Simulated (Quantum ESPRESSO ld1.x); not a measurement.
All-electron atom: the aluminium ion Al2+ in [Ne] 3s1 (the NIST ground configuration). Calculated with ld1.x of Quantum ESPRESSO 7.5: Dirac Kohn-Sham, exchange-only B88, spin-unpolarised, spherical densities, point nucleus.

Unscreened Slater integrals over Kohn-Sham orbitals (cm^-1). Large and small components are both included. Empty in this configuration: 3p1/2.

\begin{tabular}{lr}
integral & value \\ \hline
F0(3s1/2,3s1/2) & 89217 \\
F0(3s1/2,2p3/2) & 118200 \\
G1(3s1/2,2p3/2) & 8651.3 \\
F0(3s1/2,2p1/2) & 118240 \\
G1(3s1/2,2p1/2) & 8639.0 \\
F0(3s1/2,2s1/2) & 117670 \\
G0(3s1/2,2s1/2) & 6824.0 \\
F0(3s1/2,3p1/2) & 82148 \\
G1(3s1/2,3p1/2) & 54192 \\
F0(2p3/2,2p3/2) & 336380 \\
F2(2p3/2,2p3/2) & 153170 \\
F0(2p3/2,2p1/2) & 337020 \\
G2(2p3/2,2p1/2) & 153280 \\
F0(2p3/2,2s1/2) & 325430 \\
G1(2p3/2,2s1/2) & 194770 \\
F0(2p3/2,3p1/2) & 103910 \\
G2(2p3/2,3p1/2) & 6721.2 \\
F0(2p1/2,2p1/2) & 337650 \\
F0(2p1/2,2s1/2) & 325970 \\
G1(2p1/2,2s1/2) & 194830 \\
F0(2p1/2,3p1/2) & 103950 \\
G0(2p1/2,3p1/2) & 7053.3 \\
F0(2s1/2,2s1/2) & 318730 \\
F0(2s1/2,3p1/2) & 103210 \\
G1(2s1/2,3p1/2) & 5553.6 \\
F0(3p1/2,3p1/2) & 76641 \\
\end{tabular}
